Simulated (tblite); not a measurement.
Species: C₂H₁₂Si₄.
Atom-mapped SMILES: `[CH3:1][Si:2]1([CH3:3])[SiH2:4][SiH2:5][SiH2:6]1` (hydrogens: H7, H8, H9 on C1; H10, H11, H12 on C3; H13, H14 on Si4; H15, H16 on Si5; H17, H18 on Si6)

Computed with GFN2-xTB (tblite), gas phase: L-BFGS steps from a force-field or distance-geometry start until the largest atomic force falls under 0.01 eV/Å.

Step 63: E = -468.8869 eV
```
atom  x, y, z in Å  |  force x, y, z in eV/Å
C1     -1.9336    0.7557    1.3135    0.009  -0.002  -0.005
Si2    -0.6376    0.0871    0.0739   -0.015   0.009   0.006
C3     -1.6104   -0.5312   -1.4523   -0.007  -0.002  -0.007
Si4     1.1636    1.4899   -0.5974    0.003  -0.001  -0.007
Si5     2.6711   -0.2053    0.0261   -0.010   0.017   0.011
Si6     0.9133   -1.5657    0.7938    0.007  -0.016   0.001
H7     -2.6374   -0.0173    1.6131    0.016   0.008  -0.004
H8     -1.4528    1.1273    2.2142    0.005  -0.010  -0.019
H9     -2.5096    1.5743    0.8883    0.014  -0.010   0.004
H10    -0.9175   -0.9248   -2.1907   -0.019  -0.006  -0.018
H11    -2.3062   -1.3269   -1.2011   -0.010   0.008   0.004
H12    -2.1770    0.2644   -1.9280   -0.011   0.000   0.007
H13     1.1647    1.8806   -2.0160    0.015  -0.004   0.013
H14     1.3534    2.7799    0.0821   -0.029  -0.007   0.010
H15     3.4985   -0.7577   -1.0539    0.012  -0.006   0.002
H16     3.6610    0.1734    1.0420    0.032  -0.002  -0.004
H17     0.9673   -1.9110    2.2217   -0.024   0.015   0.006
H18     0.7803   -2.8864    0.1595    0.012   0.008   0.001
```

Step 64: E = -468.8873 eV
```
atom  x, y, z in Å  |  force x, y, z in eV/Å
C1     -1.9311    0.7563    1.3138    0.001  -0.006   0.000
Si2    -0.6381    0.0849    0.0728   -0.009   0.021  -0.003
C3     -1.6108   -0.5314   -1.4544   -0.007  -0.002   0.004
Si4     1.1627    1.4882   -0.5976    0.002   0.007   0.006
Si5     2.6712   -0.2055    0.0274   -0.030   0.022  -0.009
Si6     0.9145   -1.5658    0.7928   -0.007   0.004   0.010
H7     -2.6345   -0.0158    1.6149    0.002  -0.008  -0.004
H8     -1.4505    1.1269    2.2146    0.022  -0.003  -0.015
H9     -2.5081    1.5751    0.8910    0.015  -0.004  -0.007
H10    -0.9166   -0.9253   -2.1915   -0.030  -0.003  -0.020
H11    -2.3069   -1.3266   -1.2027   -0.010  -0.003   0.002
H12    -2.1787    0.2633   -1.9300    0.000   0.003   0.005
H13     1.1679    1.8799   -2.0154    0.014  -0.001   0.006
H14     1.3477    2.7777    0.0849   -0.026  -0.011   0.005
H15     3.4963   -0.7578   -1.0537    0.019  -0.010  -0.004
H16     3.6606    0.1735    1.0411    0.053   0.004   0.018
H17     0.9626   -1.9062    2.2216   -0.020   0.007   0.012
H18     0.7829   -2.8851    0.1589    0.010  -0.016  -0.005
```

Task: Estimate the geometry and energy of step 65. (The exact step hangs on the optimiser's Hessian estimate; all steps are aligned on step 64, rigid shifts and turns removed.)

Result: E = -468.8875 eV, largest force 0.056 eV/Å
```
atom  x, y, z in Å  |  force x, y, z in eV/Å
C1     -1.9296    0.7565    1.3135   -0.003  -0.008   0.003
Si2    -0.6385    0.0837    0.0720   -0.001   0.024  -0.012
C3     -1.6110   -0.5318   -1.4559   -0.008  -0.001   0.012
Si4     1.1621    1.4876   -0.5974    0.000   0.007   0.011
Si5     2.6712   -0.2053    0.0280   -0.026   0.023  -0.016
Si6     0.9153   -1.5660    0.7928   -0.015   0.017   0.011
H7     -2.6327   -0.0150    1.6156   -0.009  -0.020  -0.003
H8     -1.4490    1.1263    2.2143    0.033   0.002  -0.009
H9     -2.5071    1.5754    0.8923    0.013   0.002  -0.014
H10    -0.9162   -0.9258   -2.1927   -0.037   0.000  -0.018
H11    -2.3072   -1.3264   -1.2036   -0.009  -0.010  -0.001
H12    -2.1797    0.2626   -1.9312    0.006   0.005   0.002
H13     1.1699    1.8804   -2.0146    0.013   0.002   0.004
H14     1.3436    2.7760    0.0882   -0.023  -0.010   0.002
H15     3.4942   -0.7585   -1.0545    0.018  -0.009  -0.002
H16     3.6624    0.1732    1.0398    0.053   0.004   0.019
H17     0.9593   -1.9018    2.2224   -0.017   0.000   0.016
H18     0.7843   -2.8848    0.1593    0.010  -0.027  -0.005
```

The energy changes by -0.0003 eV. The first-order estimate −F·Δx gives -0.0003 eV and the mean of the old and new forces, exact on a quadratic surface, -0.0003 eV. The step makes an angle of 71° with the force vector and moves no atom by more than 0.006 Å.

What follows is the cost of the whole relaxation. The run took 1.6 s wall on one thread, Arm Neoverse N1 (aarch64), on a shared host.
